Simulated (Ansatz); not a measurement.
System: C₂H₁₀P₂Si (charge 0, singlet). SMILES: C[Si](C)(P)P
Coordinates optimised at B3LYP-D3(BJ)/def2-TZVP (Ansatz, an electronic-structure program):
```xyz
15

C     -0.8976     0.7815     1.7488
Si    -0.2188     0.3046     0.0640
C     -0.7337     1.5593    -1.2354
P     -0.9283    -1.8021    -0.3996
P      2.0495     0.3333     0.1900
H     -1.9898     0.7991     1.7340
H     -0.5834     0.0729     2.5169
H     -0.5474     1.7747     2.0378
H     -0.3362     1.2959    -2.2168
H     -0.3706     2.5568    -0.9767
H     -1.8221     1.6016    -1.3143
H     -0.4553    -1.7781    -1.7372
H     -2.2477    -1.4146    -0.7618
H      2.2439    -0.3189    -1.0556
H      2.1429    -0.8667     0.9414
```
Charge 0, spin multiplicity 1.

Computed values are from Ansatz. Cores are frozen in the correlated levels unless marked. UHF or UKS for open shells. Spin-orbit coupling is left out. No relativistic terms. CBS(X,Y): correlation extrapolated as X^-3; Hartree-Fock from the larger set.

Question: What is the dipole moment at CCSD(T)/aug-cc-pV(D+d)Z?

Answer: 1.31 D.

Question: What is the atomisation energy De at CCSD(T)/CBS(cc-pV(T+d)Z,cc-pV(Q+d)Z)?

Answer: 1201.6 kcal/mol.

Question: What is the T1 diagnostic at CCSD/cc-pV(Q+d)Z?

Answer: 0.013.

Question: What is the total energy at CCSD(T)/CBS(cc-pV(T+d)Z,cc-pV(Q+d)Z)?

Answer: -1053.0958 Eh.
